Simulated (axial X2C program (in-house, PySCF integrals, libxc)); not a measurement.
**SbC: from the spin-free to the two-component result**

All values were computed with an in-house relativistic program for diatomic molecules. Spin-free means the one-electron spin-free X2C Hamiltonian; two-component (2c) means X2C with spin–orbit coupling and atomic mean-field two-electron Coulomb and Gaunt terms, so the difference of the two also holds small scalar two-electron terms. Basis: Sb dyall-cv3z [11s12p8d4f1g], C dyall-v3z [7s6p2d1f] (cores contracted in-house); Gaussian nuclei, density fitting, unrestricted open shells. Masses: Sb 120.904 u, C 12.000 u.

Spin-free state: M_S = 1/2, Λ = 0 (beyond evenly filled blocks: σα); fragments Sb + C.

```csv
level,Re (Å),ωe (cm⁻¹),De (eV),μ (D)
HF,1.992,674.7,1.477,-1.22
```

Dipoles are positive if C is the positive end.

Two-component determinant lowest at the distance of the search:

Ω = 1/2 (⟨Sz⟩ = 0.50, ⟨Lz⟩ = 0.00 at HF); fragments Sb + C.

```csv
level,Re (Å),ωe (cm⁻¹),De (eV),μ (D)
HF,1.993,673.5,1.437,-1.23
```

Problem. From the two tables, how do the constants change at the HF level (2c against spin-free)?

Solution. At the HF level Re goes up by 0.001 Å and ωe falls by 1.2 cm⁻¹; De is not compared, since the atomic limits differ or miss part of their spin–orbit lowering.

One determinant describes the state; a PBE0 search over occupations chose it and may have missed a lower one. De is counted from the lowest determinant-based energies of the atoms at the same level, without counterpoise correction. The determinant is spin-polarised beyond a pure state at some levels (its spin-free form has ⟨S²⟩ too high), which makes Re and μ there less reliable.
